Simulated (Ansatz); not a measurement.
Relaxation of ClGeH3O (6 atoms, charge 0, multiplicity 1), to a largest force component of 0.03 eV/Å in at most 50 steps.

The calculation used RKS PBE-D4/def2-SVP (Ansatz).

```xyz
6
Properties=species:S:1:pos:R:3
Ge 0.008 -0.100 -0.898
Cl 1.681 -0.085 2.080
H 2.128 0.135 0.836
O -1.019 1.390 -0.823
H -1.927 1.210 -0.513
H -1.135 -1.157 -0.414
```

Problem. Where does it end, and by what steps?

Solution. It converged. The force dipped under the threshold on the way, but the program's further checks kept it going. After 19 steps the energy has fallen by 0.078 eV; Cl2 moved furthest, 0.65 Å.

| step | energy less start (eV) | largest force component (eV/Å) | accepted |
| --- | --- | --- | --- |
| 0 | 0.0000 | 0.940 | yes |
| 1 | -0.0266 | 0.401 | yes |
| 2 | -0.0329 | 0.353 | yes |
| 3 | -0.0347 | 0.233 | yes |
| 4 | -0.0357 | 0.142 | yes |
| 5 | -0.0375 | 0.075 | yes |
| 6 | -0.0384 | 0.056 | yes |
| 7 | -0.0359 | 0.609 | no |
| 8 | -0.0427 | 0.104 | yes |
| 9 | -0.0454 | 0.318 | yes |
| 10 | -0.0535 | 0.160 | yes |
| 11 | -0.0570 | 0.111 | yes |
| 12 | -0.0561 | 0.742 | no |
| 13 | -0.0668 | 0.083 | yes |
| 14 | -0.0699 | 0.372 | yes |
| 15 | -0.0766 | 0.018 | yes |
| 16 | -0.0772 | 0.088 | yes |
| 17 | -0.0771 | 0.100 | no |
| 18 | -0.0778 | 0.014 | yes |
| 19 | -0.0781 | 0.025 | yes |

```xyz
6
Properties=species:S:1:pos:R:3
Ge -0.062 -0.240 -1.057
Cl 1.302 -0.255 1.577
H 2.297 0.443 1.115
O -0.933 1.347 -0.847
H -1.735 1.253 -0.299
H -1.133 -1.155 -0.221
```

Whether the end is a true minimum wasn't checked by a vibrational analysis.

Time of the run: 39 s on 1 thread of Arm Neoverse V1 (shared host), peak memory 0.14 GiB.
